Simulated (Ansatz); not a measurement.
# Molecular dynamics, step by step

BNH4F2, closed shell, PBE0-D4/def2-SVP (Ansatz 0.2.0). Settings (timestep in fs, temperature in K; T counts 18 degrees of freedom):

```yaml
hamiltonian: {xc: pbe0, dispersion: d4}
md: {n_steps: 80, timestep: 0.25, temperature: 200, ensemble: nvt_nose_hoover, seed: 821, initial_velocities: maxwell_boltzmann}
```

Start, the saddle point found with PBE0-D4 in triple zeta (not stationary at another level):

```json
{"atom": "B1", "x (Å)": "-0.6185", "y (Å)": "-0.2532", "z (Å)": "-0.0339"}
{"atom": "N2", "x (Å)": "0.9066", "y (Å)": "0.0224", "z (Å)": "-0.0388"}
{"atom": "F3", "x (Å)": "-1.1482", "y (Å)": "-0.4591", "z (Å)": "-1.2565"}
{"atom": "F4", "x (Å)": "-1.0392", "y (Å)": "-1.0276", "z (Å)": "0.9865"}
{"atom": "H5", "x (Å)": "0.0472", "y (Å)": "1.0104", "z (Å)": "0.2520"}
{"atom": "H6", "x (Å)": "-0.9773", "y (Å)": "1.0855", "z (Å)": "0.3228"}
{"atom": "H7", "x (Å)": "1.4540", "y (Å)": "-0.3932", "z (Å)": "0.7007"}
{"atom": "H8", "x (Å)": "1.3755", "y (Å)": "0.0148", "z (Å)": "-0.9327"}
```

```json
{"step": "0", "time (fs)": "0.00", "potential energy less the start (meV)": "0.0", "kinetic energy (meV)": "155.1", "T (K)": "200"}
{"step": "5", "time (fs)": "1.25", "potential energy less the start (meV)": "20.5", "kinetic energy (meV)": "134.7", "T (K)": "174"}
{"step": "10", "time (fs)": "2.50", "potential energy less the start (meV)": "29.4", "kinetic energy (meV)": "125.9", "T (K)": "162"}
{"step": "15", "time (fs)": "3.75", "potential energy less the start (meV)": "28.0", "kinetic energy (meV)": "127.1", "T (K)": "164"}
{"step": "20", "time (fs)": "5.00", "potential energy less the start (meV)": "45.8", "kinetic energy (meV)": "109.5", "T (K)": "141"}
{"step": "25", "time (fs)": "6.25", "potential energy less the start (meV)": "53.7", "kinetic energy (meV)": "101.7", "T (K)": "131"}
{"step": "30", "time (fs)": "7.50", "potential energy less the start (meV)": "6.7", "kinetic energy (meV)": "148.7", "T (K)": "192"}
{"step": "35", "time (fs)": "8.75", "potential energy less the start (meV)": "-95.4", "kinetic energy (meV)": "250.8", "T (K)": "323"}
{"step": "40", "time (fs)": "10.00", "potential energy less the start (meV)": "-236.8", "kinetic energy (meV)": "392.2", "T (K)": "506"}
{"step": "45", "time (fs)": "11.25", "potential energy less the start (meV)": "-411.9", "kinetic energy (meV)": "567.0", "T (K)": "731"}
{"step": "50", "time (fs)": "12.50", "potential energy less the start (meV)": "-561.2", "kinetic energy (meV)": "715.5", "T (K)": "923"}
{"step": "55", "time (fs)": "13.75", "potential energy less the start (meV)": "-728.2", "kinetic energy (meV)": "880.9", "T (K)": "1136"}
{"step": "60", "time (fs)": "15.00", "potential energy less the start (meV)": "-941.1", "kinetic energy (meV)": "1089.2", "T (K)": "1404"}
{"step": "65", "time (fs)": "16.25", "potential energy less the start (meV)": "-987.9", "kinetic energy (meV)": "1130.0", "T (K)": "1457"}
{"step": "70", "time (fs)": "17.50", "potential energy less the start (meV)": "-962.1", "kinetic energy (meV)": "1096.3", "T (K)": "1414"}
{"step": "75", "time (fs)": "18.75", "potential energy less the start (meV)": "-1033.2", "kinetic energy (meV)": "1156.8", "T (K)": "1492"}
{"step": "80", "time (fs)": "20.00", "potential energy less the start (meV)": "-1214.7", "kinetic energy (meV)": "1323.6", "T (K)": "1707"}
```

Step 25, positions (Å) and forces (eV/Å):

```csv
atom,x,y,z,Fx,Fy,Fz
B1,-0.642,-0.245,-0.026,-0.186,0.911,-0.446
N2,0.919,0.006,-0.028,0.626,0.784,-0.312
F3,-1.157,-0.461,-1.240,-0.011,-0.470,-0.865
F4,-1.034,-1.025,0.964,-0.271,-0.730,1.041
H5,0.114,0.983,0.162,0.836,-0.309,0.309
H6,-1.025,1.067,0.230,0.237,-0.168,0.179
H7,1.534,-0.306,0.751,-0.742,0.283,-0.708
H8,1.417,0.109,-0.933,-0.488,-0.301,0.802
```

Step 40, positions (Å) and forces (eV/Å):

```json
{"atom": "B1", "x": "-0.659", "y": "-0.227", "z": "-0.027", "Fx": "-1.502", "Fy": "1.339", "Fz": "0.053"}
{"atom": "N2", "x": "0.926", "y": "0.007", "z": "-0.024", "Fx": "-0.810", "Fy": "1.313", "Fz": "-0.169"}
{"atom": "F3", "x": "-1.162", "y": "-0.466", "z": "-1.237", "Fx": "0.124", "Fy": "-0.824", "Fz": "-1.366"}
{"atom": "F4", "x": "-1.032", "y": "-1.030", "z": "0.959", "Fx": "-0.062", "Fy": "-0.947", "Fz": "1.018"}
{"atom": "H5", "x": "0.287", "y": "0.921", "z": "0.155", "Fx": "1.623", "Fy": "-0.080", "Fz": "0.252"}
{"atom": "H6", "x": "-1.020", "y": "1.030", "z": "0.202", "Fx": "-0.004", "Fy": "-0.301", "Fz": "0.337"}
{"atom": "H7", "x": "1.521", "y": "-0.241", "z": "0.743", "Fx": "0.262", "Fy": "-0.307", "Fz": "0.614"}
{"atom": "H8", "x": "1.409", "y": "0.127", "z": "-0.891", "Fx": "0.369", "Fy": "-0.191", "Fz": "-0.739"}
```

Step 55, positions (Å) and forces (eV/Å):

| atom | x | y | z | Fx | Fy | Fz |
| --- | --- | --- | --- | --- | --- | --- |
| B1 | -0.694 | -0.193 | -0.028 | -1.570 | 0.770 | 0.641 |
| N2 | 0.931 | 0.016 | -0.022 | 1.501 | -1.423 | -0.567 |
| F3 | -1.166 | -0.477 | -1.244 | 0.226 | -0.936 | -1.425 |
| F4 | -1.032 | -1.042 | 0.961 | 0.159 | -0.875 | 0.553 |
| H5 | 0.632 | 0.911 | 0.191 | -0.079 | 3.215 | 0.539 |
| H6 | -1.015 | 0.963 | 0.218 | -0.274 | 0.530 | 0.430 |
| H7 | 1.521 | -0.213 | 0.781 | -0.014 | -0.747 | -0.334 |
| H8 | 1.432 | 0.111 | -0.910 | 0.052 | -0.534 | 0.164 |

Last step (80):

```
atom    x (Å)    y (Å)    z (Å)
  B1  -0.7867  -0.1216  -0.0113
  N2   0.9625   0.0500  -0.0184
  F3  -1.1691  -0.5075  -1.2730
  F4  -1.0274  -1.0715   0.9709
  H5   1.2266   1.1041   0.2280
  H6  -1.0972   1.0239   0.3499
  H7   1.4951  -0.3920   0.7292
  H8   1.4740  -0.0725  -0.8872
```

The run took about 88 s on 2 CPU threads of an Intel Xeon Platinum 8488C (shared host).
